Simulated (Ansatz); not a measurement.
This geometry of a periodic cell of 63 atoms, Si62P (host Si, host structure diamond, dopant P, one Si atom removed), cell charge -1 is a first-order saddle point.

Computed with DFT PBE, scalar-relativistic, plane waves, PAW in Ansatz 0.2.0. Settings: PAW set soft_1, cutoff 420 eV, k mesh 1x1x1, gaussian smearing 0.02 eV, no spin polarisation.

```xyz
63
Lattice="10.8600 0.0000 0.0000 0.0000 10.8600 0.0000 0.0000 0.0000 10.8600" Properties=species:S:1:pos:R:3
Si 5.425 0.005 -0.003
Si 6.778 1.350 1.359
Si 8.130 2.707 -0.021
Si 9.475 4.070 1.362
Si 8.155 -0.084 2.646
Si 9.410 1.276 4.078
Si 0.056 0.118 0.130
Si 1.325 1.573 1.563
Si 2.698 2.760 0.038
Si 4.154 4.120 1.280
Si 5.540 5.465 -0.070
Si 6.792 6.847 1.393
Si 8.176 8.117 -0.016
Si 9.572 9.441 1.341
Si 2.700 0.053 2.735
Si 3.997 1.458 4.095
Si 5.416 2.726 2.704
Si 6.782 4.066 4.069
Si 8.177 5.432 2.749
Si 9.674 6.613 4.147
Si 5.413 0.026 5.432
Si 6.704 1.365 6.861
Si 8.063 2.622 5.430
Si 9.659 3.927 6.517
Si 8.140 -0.012 8.148
Si 9.497 1.339 9.528
Si 0.014 5.420 0.025
Si 1.422 6.710 1.411
Si 2.720 8.132 0.030
Si 4.054 9.532 1.367
Si -0.145 2.874 2.994
P 0.334 4.417 4.755
Si 2.766 5.283 2.739
Si 4.027 6.751 4.053
Si 5.392 8.166 2.763
Si 6.815 9.485 4.076
Si -0.005 -0.006 5.437
Si 1.361 1.392 6.755
Si 2.545 2.887 5.356
Si 3.995 4.128 6.739
Si 5.433 5.449 5.425
Si 6.841 6.772 6.773
Si 8.248 8.068 5.412
Si 9.517 9.486 6.803
Si 2.775 0.005 8.113
Si 4.044 1.387 9.524
Si 5.369 2.782 8.166
Si 6.905 4.125 9.379
Si 8.359 5.397 7.947
Si 9.548 6.771 9.470
Si 0.058 8.066 2.768
Si 1.377 9.504 4.082
Si 1.212 6.835 6.769
Si 2.678 8.098 5.456
Si 4.093 9.464 6.744
Si -0.001 2.687 8.145
Si 1.349 4.086 9.481
Si 2.639 5.493 8.096
Si 4.061 6.790 9.477
Si 5.460 8.126 8.141
Si 6.793 9.497 9.510
Si 0.051 8.225 8.229
Si 1.394 9.613 9.578
```

(1) Which two structures does it join? (They come from a converged band through this point; their orientation in space is the band's.)

(2) How far does it lie above each of them?

## Answers

(1) The atom that moves furthest is P32, by 2.30 Å; four of its nearest neighbours are Si39 2.30, Si31 2.30, Si33 2.31, Si20 3.64 Å at the first end and Si20 2.30, Si24 2.30, Si53 2.30, Si33 3.71 Å at the last.

First end point:

```xyz
63
Lattice="10.8600 0.0000 0.0000 0.0000 10.8600 0.0000 0.0000 0.0000 10.8600" Properties=species:S:1:pos:R:3
Si 5.427 -0.001 0.008
Si 6.811 1.356 1.356
Si 8.175 2.752 0.051
Si 9.558 4.104 1.438
Si 8.167 0.011 2.737
Si 9.542 1.380 4.088
Si -0.010 -0.063 0.021
Si 1.378 1.348 1.288
Si 2.717 2.735 -0.063
Si 4.078 4.037 1.354
Si 5.419 5.415 0.014
Si 6.855 6.745 1.442
Si 8.138 8.121 0.035
Si 9.500 9.438 1.426
Si 2.772 0.048 2.663
Si 4.148 1.348 4.055
Si 5.497 2.737 2.716
Si 6.860 4.105 4.098
Si 8.365 5.502 2.931
Si 9.867 6.780 4.516
Si 5.415 -0.064 5.445
Si 6.736 1.376 6.780
Si 8.176 2.713 5.469
Si 9.506 4.121 6.782
Si 8.091 0.083 8.204
Si 9.515 1.378 9.557
Si 0.001 5.434 -0.006
Si 1.348 6.753 1.390
Si 2.708 8.104 -0.003
Si 4.086 9.469 1.348
Si 0.095 2.696 2.712
P 1.365 4.043 4.074
Si 2.705 5.352 2.731
Si 4.047 6.754 4.085
Si 5.439 8.106 2.726
Si 6.817 9.467 4.084
Si 0.001 -0.005 5.434
Si 1.346 1.381 6.753
Si 2.726 2.694 5.341
Si 3.997 4.104 6.736
Si 5.442 5.433 5.434
Si 6.787 6.795 6.805
Si 8.201 8.144 5.495
Si 9.444 9.594 6.850
Si 2.698 0.012 8.128
Si 4.080 1.357 9.483
Si 5.384 2.754 8.121
Si 6.780 4.075 9.516
Si 8.135 5.434 8.160
Si 9.492 6.795 9.507
Si 0.041 8.098 2.812
Si 1.404 9.568 4.032
Si 0.923 6.787 6.430
Si 2.626 8.098 5.393
Si 4.009 9.439 6.794
Si -0.036 2.718 8.115
Si 1.337 4.106 9.435
Si 2.504 5.502 7.930
Si 3.991 6.745 9.439
Si 5.400 8.124 8.157
Si 6.771 9.492 9.526
Si -0.058 8.149 8.095
Si 1.353 9.469 9.481
```

Last end point:

Only the atoms that move by more than 0.05 Å are listed.
```
Si7 0.022 -0.016 -0.016
Si8 1.368 1.355 1.355
Si9 2.727 2.703 -0.013
Si12 6.787 6.769 1.378
Si14 9.521 9.503 1.378
Si15 2.727 -0.013 2.703
Si16 4.075 1.355 4.062
Si17 5.443 2.703 2.703
Si18 6.778 4.074 4.074
Si19 8.174 5.426 2.758
Si20 9.519 6.771 4.174
Si21 5.446 -0.016 5.408
Si22 6.787 1.378 6.769
Si23 8.174 2.758 5.426
Si24 9.519 4.174 6.771
Si25 8.137 0.028 8.153
Si26 9.521 1.378 9.503
Si31 0.162 2.770 2.770
P32 0.041 5.389 5.389
Si33 2.660 5.268 2.770
Si39 2.660 2.770 5.268
Si43 8.133 8.157 5.460
Si44 9.491 9.536 6.799
Si51 0.004 8.116 2.758
Si52 1.356 9.512 4.074
Si53 1.256 6.771 6.771
Si54 2.672 8.116 5.426
Si55 4.052 9.503 6.769
Si56 0.004 2.758 8.116
Si57 1.356 4.074 9.512
Si58 2.672 5.426 8.116
Si59 4.052 6.769 9.503
Si62 -0.030 8.157 8.157
```

(2) 0.95 eV above the first and 0.76 eV above the second. This is the barrier of this one path; another mechanism may lie lower. Limits of this set-up: coarse k mesh, no spin, though dangling bonds at a vacancy may carry it, a typed lattice constant that wasn't relaxed here, charged cell in a uniform background, uncorrected.

Run time: 26 min on 4 threads of Arm Neoverse V1 (shared host), peak memory 3.8 GiB.
